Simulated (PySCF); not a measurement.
Does the structure fit the spectrum?

A compound C$_{6}$H$_{10}$FNSi gives the data below (simulated from a calculation) and was assigned the structure `C[SiH2][C@@H](C)/C(C#N)=C\F`.

13C{1H} NMR (computed): δ 170.2 (CH), 120.8 (C), 115.8 (C), 27.5 (CH3, 2C), 23.0 (C).

1H NMR (600 MHz, computed): δ 7.37 (m, 1H), 3.89 (s, 3H), 1.50 (s, 6H).

Computational details: NMR shieldings at PBE0/pcSseg-1/GIAO, GFN2-xTB geometry, in PySCF 2.14 (averaged over atoms made equivalent by symmetry, fast rotation or ring inversion, one computed conformer, isolated molecule, non-relativistic Hamiltonian).

Referencing at the same level of theory: 1H (σ = 31.72 ppm), 13C (σ = 186.93 ppm) vs TMS.

(1) Compare with the shifts computed for the proposed structure, pairing carbons in order of shift.

(2) Which isomer fits?

## Answers

(1) Structure with atom numbers: `[CH3:1][SiH2:2][C@@H:3]([CH3:4])/[C:5]([C:6]#[N:7])=[CH:8]\[F:9]`. Each H is labelled by its parent atom.

```csv
atom,computed for proposal,given list,difference
C8,168.5,170.2,-1.7
C6,120.0,120.8,-0.8
C5,112.0,115.8,-3.8
C3,21.5,27.5,-6.0
C4,17.1,27.5,-10.4
C1,-8.2,23.0,-31.2
```

The rms difference is 13.8 ppm and the largest -31.2 ppm at C1 (methyl carbon bonded to Si). The proposal also would give 6 carbon signals, not 5. The carbon types in order of shift don't match either: CH, C, C, CH, CH3, CH3 for the proposal against CH, C, C, CH3, CH3, C in the data. The proposal doesn't fit.

(2) SMILES C(/C(C)(C)[SiH3])(C#N)=C/F.

- Carbon types of the structure: 3 × C, 1 × CH, 2 × CH3, leaving 3 H on heteroatoms.
- δC 170.2: alkene CH.
- δC 120.8: nitrile carbon; typical of a nitrile.
- δC 115.8: fully substituted alkene carbon; an sp2 carbon of a C=C bond.
- δH 7.37: hydrogen on an alkene CH; a vinylic proton, deshielded by the sp2 carbon and the C=C anisotropy.

Other isomers checked: N#C[C@@]1(F)CCCC[SiH2]1 (rms 39.2 ppm).

This is the structure that produced the data.

Splittings by 19F in the carbon and heteronuclear signals aren't shown, as no couplings were computed. Shifts are as computed. Against solution values, carbons near 30 ppm lie about +3 ppm off and those near 130 ppm about +5 ppm. Of 1211 compounds with measured shifts, 218 miss one by over three times the rms of a fit or turn the order of signals round; such compounds aren't used in these exercises. No couplings were computed; multiplicities are counted from neighbouring protons, with m where these are inequivalent, close in shift, in a saturated or five-membered ring or joined by F or P, and br s for small geminal =CH2 splittings.
